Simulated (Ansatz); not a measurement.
Single points on the cluster Pb₂S₃.

```yaml
crystal:
  periodic: [false, false, false]
  atoms:
    - {symbol: Pb, position_ang: [-0.765797, 2.419584, 0.616598]}
    - {symbol: Pb, position_ang: [0.278334, -0.872210, -0.222370]}
    - {symbol: S, position_ang: [-0.445616, 1.125916, -1.602909]}
    - {symbol: S, position_ang: [-0.015382, 0.349706, 1.977956]}
    - {symbol: S, position_ang: [0.948450, -3.022996, -0.769263]}
basis:
  gaussian: {orbitals: def2-TZVP, initial_orbitals: start.molden}
hamiltonian: {xc: pbe}
correlation: {method: rpa}
scf: {omitted_lower_state_checks: [starts]}
```

The file start.molden holds the orbitals of an earlier run on this structure, at another level or in another basis.

```sh
$ ansatz run in.yaml --threads 4 --pin off --events-out ev --progress --plain --max-ram 4787MiB
```

Output, abridged:

```
Functional definition: PBE
  name "PBE"
  cite "Perdew, Burke & Ernzerhof, Phys. Rev. Lett. 77, 3865 (1996) doi:10.1103/PhysRevLett.77.3865"
  parent pbe
  parameter kappa = 0.804
  parameter beta = 0.06672455060314922
  exchange = pbe_x(kappa = kappa, mu = beta*pi^2/3)
  correlation = pbe_c(beta = beta)
these checks for a lower state are left out or cut short: starts
1635 factors; integrals over basis functions are off by at most 7.4e-4 eV
mean field evaluation 1: about -42995.2961 eV, gradient 1.4e1 eV
mean field evaluation 2: about -42995.4776 eV, gradient 3.1e-1 eV
mean field evaluation 4: about -42995.4757 eV, gradient 2.6e-3 eV
mean field -42995.47574947 eV, -1580.0545904128 hartree, gradient 7.1e-6 eV, S^2 0.000000; 0 other end points of the search recorded, 0 dependent functions left out
23 core orbitals not correlated: weight in the atoms' cores, before any rotation towards them, 1.000 or more for the frozen orbitals, at most 0.000 for the correlated occupied ones
reference -42893.40574480 eV, -1576.3035869267 hartree; 23, 23 occupied and 165, 165 virtual orbitals, 1635 factors
Total energy: -42943.07818228 eV, -1578.1290153349 hartree
Checks for a lower state left out: starts
```

It took 6.5 s on 4 threads of Arm Neoverse V2 on a shared host, peak host memory 0.6 GiB.

The first input with `hamiltonian: {xc: {name: r2SCANh}, dispersion: d4}`, `output: {orbitals: {seedname: orbitals}}` and without the key `correlation` (abridged; 7.5 s):

```
Functional definition: r2SCANh
mean field -43008.51625309 eV, -1580.5338200817 hartree, gradient 1.0e-5 eV, S^2 0.000000
Total energy: -43008.59109824 eV, -1580.5365705902 hartree
Checks for a lower state left out: starts
```

As the first input, with `hamiltonian: {xc: pbe0, dispersion: d4}`, `output: {orbitals: {seedname: orbitals}}` and without the key `correlation` (abridged; 6 s):

```
Functional definition: PBE0
mean field -42995.88208125 eV, -1580.0695228303 hartree, gradient 2.1e-5 eV, S^2 0.000000
Total energy: -42996.15576223 eV, -1580.0795804210 hartree
Checks for a lower state left out: starts
```

Geometry: r2SCAN-D4/def2-SVP.

In the def2 sets Pb takes a core potential; there is no spin–orbit coupling. Correlated methods freeze 23 core orbitals; core or outer-core shells of Pb are correlated, in sets that lack core-valence functions. Another isomer (singlet) lies 1.70 eV lower at PBE0-D4/def2-TZVP; other spin states weren't run for this one.
